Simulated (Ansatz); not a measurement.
Ansatz (a program for electronic structure) input (revPBE/def2-TZVPD):

Ansatz 0.2 input:
```yaml
crystal:
  periodic: [false, false, false]
  atoms:
    - {symbol: O, position_ang: [-0.58891706, -0.84155214, -0.85374303]}
    - {symbol: S, position_ang: [0.17772221, -0.17737330, 0.19048783]}
    - {symbol: O, position_ang: [0.28230670, 1.27050188, 0.30006393]}
    - {symbol: H, position_ang: [-0.39067237, -0.59362512, 1.38162746]}
basis:
  gaussian:
    orbitals: def2-TZVPD
hamiltonian:
  xc: {name: revPBE}
magnetization: {spin_polarized: true, initial_magnetization: 1}
output: {forces: true}
```

End of the output:

```
mean field: 0.46 GiB planned
mean field evaluation 1: about -14933.5418 eV, gradient 5.4e1 eV
mean field evaluation 2: about -14858.3815 eV, gradient 1.4e2 eV
mean field evaluation 4: about -14942.9836 eV, gradient 5.1e0 eV
mean field evaluation 8: about -14943.1069 eV, gradient 8.4e-2 eV
mean field evaluation 16: about -14943.1069 eV, gradient 2.6e-5 eV
mean field -14943.10691894 eV, -549.1490504695 hartree, gradient 2.6e-5 eV, S^2 0.752976; 0 other end points of the search recorded, 0 dependent functions left out
the calculation of the forces begins
reference -14943.10698315 eV, -549.1490528290 hartree; 17, 16 occupied and 118, 119 virtual orbitals, 712 factors
Total energy: -14943.10698315 eV, -549.1490528290 hartree
Atom 0 at    -0.588917    -0.841552    -0.853743 Å, force    -0.581323    -0.565405    -0.808559 eV/Å
Atom 1 at     0.177722    -0.177373     0.190488 Å, force     0.597465    -0.456457     0.384411 eV/Å
Atom 2 at     0.282307     1.270502     0.300064 Å, force     0.119145     1.132698     0.119108 eV/Å
Atom 3 at    -0.390672    -0.593625     1.381627 Å, force    -0.135287    -0.110837     0.305041 eV/Å
Dipole moment:     0.070442    -0.248474     0.401645 e Å
```

It need not be the lowest isomer of its formula.
